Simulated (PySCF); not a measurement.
# Orbital picture of CaHg⁺

PBE0 at R = 3.301 Å; PySCF, scalar-relativistic core potentials, basis sets Ca def2-SVP, Hg def2-SVP with ECP60. State: ²Σ⁺ (doublet), unpaired electrons σ ↑. Only the outer orbitals are listed, counted within each symmetry, core potentials removing the inner ones.

```
spin  orbital  occ.  ε (eV)  on Ca (%)   main shells (%)
   α       8σ     1  -16.82          1           99 Hg d
   α       4π     1  -16.72          0          100 Hg d
   α       4π     1  -16.72          0          100 Hg d
   α       1δ     1  -16.60          0          100 Hg d
   α       1δ     1  -16.60          0          100 Hg d
   α       9σ     1  -12.68         15   83 Hg s, 8 Ca s
   α      10σ     1   -9.12         92           89 Ca s
   α       5π     0   -6.20         90   88 Ca d, 9 Hg p
   α       5π     0   -6.20         90   88 Ca d, 9 Hg p
   α      11σ     0   -6.12         86  85 Ca d, 10 Hg p
   β       8σ     1  -16.78          1           99 Hg d
   β       4π     1  -16.69          0          100 Hg d
   β       4π     1  -16.69          0          100 Hg d
   β       1δ     1  -16.58          0          100 Hg d
   β       1δ     1  -16.58          0          100 Hg d
   β       9σ     1  -12.55         13           86 Hg s
   β      10σ     0   -7.03         84   84 Ca s, 9 Hg p
   β       5π     0   -5.91         86  83 Ca d, 13 Hg p
   β       5π     0   -5.91         86  83 Ca d, 13 Hg p
```

Q: Which are the highest filled and the lowest empty level, where do they sit, and how wide is the gap?

A: Highest filled α 10σ at -9.12 eV (in %: 89 Ca s); lowest empty β 10σ at -7.03 eV (in %: 84 Ca s, 9 Hg p); the gap at PBE0 is 2.09 eV.

| Property | Result |
| --- | --- |
| bond order (Mayer) | 0.46 |
| ⟨S²⟩ | 0.751 |
| charge on Ca (Mulliken, basis-dependent) | 0.78 |
| charge on Ca (Löwdin, basis-dependent) | 0.72 |
| dipole moment (positive dipole points towards Hg; it is taken about the centre of mass and depends on that origin) | -9.66 D |
| polarisability along the bond | 162.7 bohr³ |
| polarisability across the bond | 108.7 bohr³ |

Spin–orbit coupling is left out. The state is the lowest determinant that a PBE0 search found; another state may lie lower at other levels.
